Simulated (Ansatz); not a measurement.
```yaml
crystal:
  periodic: [false, false, false]
  atoms:
    - {symbol: O, position_ang: [-2.026871, -0.655113, 0.267042]}
    - {symbol: Si, position_ang: [-0.442542, -0.987579, 0.003613]}
    - {symbol: C, position_ang: [0.581247, 0.603518, 0.192675]}
    - {symbol: O, position_ang: [1.891461, 0.365840, -0.146530]}
    - {symbol: Cl, position_ang: [-0.208286, 1.819937, -0.940555]}
    - {symbol: H, position_ang: [-2.404712, 0.043272, -0.272711]}
    - {symbol: H, position_ang: [-0.162260, -1.500204, -1.359816]}
    - {symbol: H, position_ang: [-0.044214, -1.963071, 1.044425]}
    - {symbol: H, position_ang: [0.470820, 1.079875, 1.170862]}
    - {symbol: H, position_ang: [2.428458, 1.142326, 0.043996]}
basis:
  gaussian: {orbitals: def2-mTZVPP}
total_charge: 3
magnetization: {spin_polarized: true, initial_magnetization: 1}
hamiltonian: {xc: {name: RPBE}}
accuracy: high
```

```sh
$ ansatz run in.yaml --threads 4 --pin off --events-out ev --progress --plain --max-ram 10444MiB
```

It prints (some lines left out):

```
Functional definition: RPBE
2971 factors; integrals over basis functions are off by at most 4.4e-9 eV
mean field evaluation 1: about -25505.3459 eV, gradient 1.2e2 eV
mean field evaluation 2: about -25106.0954 eV, gradient 2.4e2 eV
mean field evaluation 4: about -25515.7654 eV, gradient 8.6e1 eV
mean field evaluation 8: about -25542.4098 eV, gradient 5.4e1 eV
mean field evaluation 16: about -25565.9547 eV, gradient 2.9e0 eV
mean field evaluation 64: about -25565.9588 eV, gradient 5.7e-2 eV
mean field -25566.03496077 eV, -939.5344555272 hartree, gradient 2.0e-8 eV, S^2 1.597797; 12 other end points of the search recorded, 0 dependent functions left out
reference -25566.03496418 eV, -939.5344556527 hartree; 28, 27 occupied and 118, 119 virtual orbitals, 2971 factors
Total energy: -25566.03496418 eV, -939.5344556527 hartree
```

In this input the charge is far from anything that the molecule holds. The run converged. The result belongs to that input, not to the molecule as meant.
